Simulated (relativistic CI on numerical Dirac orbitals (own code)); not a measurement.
**Slater and spin-orbit integrals, Tb12+**

Method of calculation: Dirac-Coulomb-Breit CI, orbitals from a KLI potential per configuration, QED by a radiative potential, unscaled Slater integrals (own radial code, finite nucleus).

Slater integrals F^k, G^k are unscaled and averaged over j, outside the closed core [Kr] 4d10; ζ comes from projecting the Hamiltonian with its Breit term on Σ l·s of the shell.

- 4f5 5s2: F^2(4f,4f) = 149240, F^4(4f,4f) = 95302, F^6(4f,4f) = 69061, ζ(4f) = 2137.3 cm⁻¹; <r>(4f) = 0.6698, <r^2>(4f) = 0.5335 (bohr units).
- 4f7: F^2(4f,4f) = 143210, F^4(4f,4f) = 91216, F^6(4f,4f) = 66025, ζ(4f) = 1933.2 cm⁻¹; <r>(4f) = 0.6932, <r^2>(4f) = 0.5731 (bohr units).
- 4f3 5s2 5p2: F^2(4f,4f) = 156780, F^4(4f,4f) = 100470, F^6(4f,4f) = 72920, ζ(4f) = 2404.2, F^2(5p,5p) = 89295, F^2(4f,5p) = 68917, G^2(4f,5p) = 26190, G^4(4f,5p) = 22845, ζ(5p) = 46083 cm⁻¹; <r>(4f) = 0.6429, <r^2>(4f) = 0.4886, <r>(5p) = 1.198, <r^2>(5p) = 1.6 (bohr units).

Averages of the first 9 configurations, taken without configuration mixing, which lowers the lowest level and can move excited configurations by several eV; other configurations of the list can lie among them:

```
Configuration  Parity  States  Average energy above the lowest level (eV)
      4f5 5s2     odd    2002                                        10.3
          4f7     odd    3432                                        45.2
  4f3 5s2 5p2     odd    5460                                        49.9
       4f6 5s    even    6006                                        25.3
4f3 5s2 5p 6s    even    4368                                       133.0
   4f4 5s2 6s    even    2002                                       108.0
  4f3 5s2 6s2     odd     364                                       219.1
   4f4 5s2 7s    even    2002                                       157.0
      4f5 6s2     odd    2002                                       228.2
```
